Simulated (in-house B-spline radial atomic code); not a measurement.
## LDA VWN5 excitations of Si2+

Method: LDA VWN5. Computed with an all-electron radial atomic-structure program (B-spline basis): linear response of the closed shell [Ne] 3s2 with the functional's adiabatic kernel; scalar-relativistic (spin-free one-electron X2C), finite nucleus, no spin-orbit coupling, no double excitations, S, P, D and F terms only.

Command:
```bash
python run_td.py task.json out
```
Settings (radii: box in bohr, nucleus in fm):
```
Z                        14
electrons                12
configuration            [Ne] 3s2
hamiltonian              x2c
method                   lda,vwn
box_radius               29.48
rms_radius               3.1224
intervals                74
```

Run time, properties included: 0.5 s on 1 thread of Arm Neoverse N1, on a shared host.

The lowest states, in the order of their Tamm-Dancoff energies; the method's threshold (minus the highest occupied level) is 28.657 eV. Labels give the largest channel, * marks a mixed state, and oscillator strengths are full-response dipole values. Semilocal kernels can invert the small singlet-triplet splittings of Rydberg terms. Energies in eV:

| state | full response | Tamm-Dancoff | oscillator strength |
| --- | --- | --- | --- |
| 3s → 3p 3P | 6.585 | 6.721 | - |
| 3s → 3p 1P | ? | ? | ? |
| 3s → 3d 3D | 16.915 | 16.952 | - |
| 3s → 3d 1D | ? | ? | - |
| 3s → 4s 3S | 18.749 | 18.754 | - |
| 3s → 4s 1S | 19.307 | 19.327 | - |
| 3s → 4p 3P | 21.045 | 21.052 | - |
| 3s → 4p 1P | 21.232 | 21.275 | 0.0123 |
| 3s → 4d 3D | 23.828 | 23.833 | - |
| 3s → 4d 1D | 23.951 | 23.953 | - |

Task: Where does 3s → 3d 1D lie?

Result: At 17.931 eV in full response, 17.938 eV in Tamm-Dancoff.

Task: Where does 3s → 3p 1P lie?

Result: At 10.435 eV in full response, 10.925 eV in Tamm-Dancoff, oscillator strength 1.6.

Task: How large is the singlet-triplet splitting of 3s → 3p (P terms) in Tamm-Dancoff?

Result: 4.2 eV, from the unrounded values.

Task: What polarisabilities and dispersion coefficient does the method give?

Result: Dipole 11.21 bohr³, quadrupole 35.26 bohr⁵, C6 37.73 hartree·bohr⁶ for two such species.
